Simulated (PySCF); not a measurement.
CH₃Cl₂NSi₂, SMILES Cl[Si]1(Cl)C=N[SiH2]1.

Coordinates come from a PBE-D3(BJ)/def2-SVP optimisation. The structure was generated by enumeration, and PubChem lists no compound with its InChIKey, so it may never have been made.

Calculation: PBE-D3(BJ)/def2-SVP (PySCF).

Frequencies are harmonic and unscaled.

Problem. Give all harmonic wavenumbers and intensities. (Estimate from the structure and the level; the computed values follow.)

Solution. 
```
mode  ν (cm⁻¹)  IR (km/mol)    moving atoms (share of kinetic energy)
----  --------  -----------  ----------------------------------------
1           53          2.8                  Cl 47 %, N 29 %, Si 21 %
2          108          0.2  Cl 27 %, Si 27 %, H 19 %, N 14 %, C 13 %
3          147          3.5                          Cl 69 %, Si 25 %
4          171          5.6                  Si 46 %, Cl 27 %, C 17 %
5          276          0.2                    H 50 %, C 32 %, N 12 %
6          316          7.5                  Cl 58 %, Si 21 %, C 10 %
7          437         14.5             Si 62 %, N 20 %, C 9 %, H 8 %
8          453         33.4                  H 60 %, Cl 15 %, Si 13 %
9          550        165.3                          Si 63 %, Cl 19 %
10         577         99.6                  Si 61 %, Cl 25 %, H 13 %
11         631          4.6                            H 75 %, N 14 %
12         661         27.3                   N 56 %, Si 23 %, H 20 %
13         717         12.0                   C 48 %, Si 24 %, H 21 %
14         742        104.8                           H 61 %, Si 24 %
15         861         46.6                            H 75 %, C 23 %
16         906        107.9                                    H 94 %
17        1225         11.8                            H 80 %, C 13 %
18        1557         42.9                            C 52 %, N 47 %
19        2165         89.3                                    H 98 %
20        2183         75.8                                    H 96 %
21        2978         38.5                             H 92 %, C 8 %
```
